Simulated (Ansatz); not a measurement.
`N[SiH]1N=C1F` + H₂ → `N[SiH]1C=N1` + H–F  (hydrogenolysis of a C–F bond)

Program: Ansatz. Geometries: PBE0-D4/def2-TZVP. ΔE: electronic, gas phase. CBS: MP2 limit from def2 TZ/QZ plus the TZ coupled-cluster correction, frozen cores. This one scheme is used for every species. Functionals use def2-TZVPP. One conformer a species, not always the lowest.

```
             level  ΔE (kcal/mol)  difference from CCSD(T)/CBS
         revPBE-D4           -8.3                          5.5
        r2SCANh-D4           -9.1                          4.7
           ωB97X-V           -9.7                          4.1
           ωB97M-V          -10.2                          3.6
            B2PLYP          -11.1                          2.7
          PBE-QIDH          -12.3                          1.5
            revPBE           -8.9                          4.9
            r2SCAN           -8.3                          5.5
              PBE0          -10.8                          3.0
     CCSD/def2-SVP          -10.6                          3.2
  CCSD(T)/def2-SVP           -9.5                          4.3
SCS-MP2/def2-TZVPP          -12.8                          1.0
CCSD(T)/def2-TZVPP          -12.8                          1.0
SCS-MP2/def2-QZVPP          -13.5                          0.3
     MP2/CBS(def2)          -14.0                         -0.2
    CCSD/CBS(def2)          -14.8                         -1.0
       CCSD(T)/CBS          -13.8                            0
```

(1) What do rigid-rotor, harmonic-oscillator terms from PBE0-D4/def2-TZVP frequencies (298.15 K, 1 bar) make of the CCSD(T)/CBS value? (Estimate.)

Largest T1 diagnostic among the species: 0.014.

Results:

(1) Computed: ΔZPE = +3.8 kcal/mol, ΔH = -10.4 kcal/mol, ΔS = 24 J/(mol·K), ΔG = -12.1 kcal/mol.

Leaving LDA and LC-ωPBE aside and taking each functional with its dispersion term where it has one, the values, not all of them listed here, spread over 4.3 kcal/mol, from PBE-QIDH to BLYP-D4. LDA lies +1.7 kcal/mol from PBE without D4. At CCSD(T), def2-SVP lies +4.4 kcal/mol from the extrapolated value and def2-TZVPP +1.1 kcal/mol.
